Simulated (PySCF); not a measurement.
## Mercury: a sound run and one with changed settings

Sound run: Hg [Xe] 4f14 5d10 6s2, Hg⁺ [Xe] 4f14 5d10 6s1. All numbers are calculated (PySCF 2.14, scalar relativity through the core potential, in cc-pVDZ-PP with ECP60MDF). The sound run starts from symmetry-adapted Hartree-Fock orbitals and uses a fine grid where one is needed.

A second run was set up differently.

```json
{"species": "Hg", "method": "UHF", "sound run (hartree)": "-152.53989", "changed run (hartree)": "-152.53989", "converged": "yes"}
{"species": "Hg", "method": "MN15", "sound run (hartree)": "-153.23418", "changed run (hartree)": "-153.26246", "converged": "yes"}
{"species": "Hg", "method": "PBE0", "sound run (hartree)": "-153.49911", "changed run (hartree)": "-153.49745", "converged": "yes"}
{"species": "Hg⁺", "method": "UHF", "sound run (hartree)": "-152.22471", "changed run (hartree)": "-152.22471", "converged": "yes"}
{"species": "Hg⁺", "method": "MN15", "sound run (hartree)": "-152.84402", "changed run (hartree)": "-152.87189", "converged": "yes"}
{"species": "Hg⁺", "method": "PBE0", "sound run (hartree)": "-153.12244", "changed run (hartree)": "-153.12068", "converged": "yes"}
```

Ionisation energy of Hg:

```tsv
method	sound run (eV)	changed run (eV)
UHF	8.576	8.576
MN15	10.617	10.628
PBE0	10.250	10.253
```

Task: What was changed?
A. minimal basis
B. level shift left on
C. all electrons correlated in a valence basis
D. radial grid too coarse

Result: D. It used radial step 0.3 in ln r (0.13 in the sound run). A coarse radial grid mis-integrates the density and the exchange-correlation energy, with errors of either sign; Hartree-Fock needs no grid.
